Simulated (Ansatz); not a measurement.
`O[C@@H]1S[Si@@H]1O` → `O[SiH]1OCS1`  (isomerisation)

Gas-phase electronic energies from Ansatz, PBE0-D4/def2-TZVP geometries. CCSD(T)/CBS is the MP2 limit (def2-TZVPP, def2-QZVPP) plus CCSD(T) − MP2 in def2-TZVPP, frozen cores. Functionals use def2-TZVPP. One conformer a species, not always the lowest.

`O[C@@H]1S[Si@@H]1O`:

Cartesian coordinates in Å:
```
O -1.487 0.479 -0.571
C -0.148 0.804 -0.433
S 1.085 -0.260 -1.439
Si 0.856 -0.317 0.626
O 0.120 -1.554 1.388
H -1.796 0.762 -1.438
H 0.082 1.857 -0.588
H 1.943 0.143 1.505
H -0.655 -1.914 0.949
```

`O[SiH]1OCS1`:

```xyz
9

O     2.140    0.237   -0.526
Si    0.573   -0.119   -0.772
O    -0.174   -1.002    0.420
C    -1.219   -0.100    0.746
S    -0.885    1.363   -0.341
H     2.365    0.728    0.267
H     0.569   -0.765   -2.096
H    -1.175    0.188    1.797
H    -2.193   -0.529    0.506
```

| species | B2PLYP energy (Eh) |
| --- | --- |
| `O[C@@H]1S[Si@@H]1O` | -878.41855 |
| `O[SiH]1OCS1` | -878.47787 |

Work out ΔE.

ΔE = (-878.47787) − (-878.41855) = -0.05932 Eh = -1.61 eV. CCSD(T)/CBS gives -1.62 eV.

Largest T1 diagnostic among the species: 0.013.

In def2-TZVPP, CCSD(T) changes the Hartree–Fock value by +0.19 eV (the triples alone add +0.04 eV) and MP2 by +0.19 eV. From PBE to PBE0 (25 % exact exchange), in def2-TZVPP and without D4, ΔE moves by −0.12 eV.
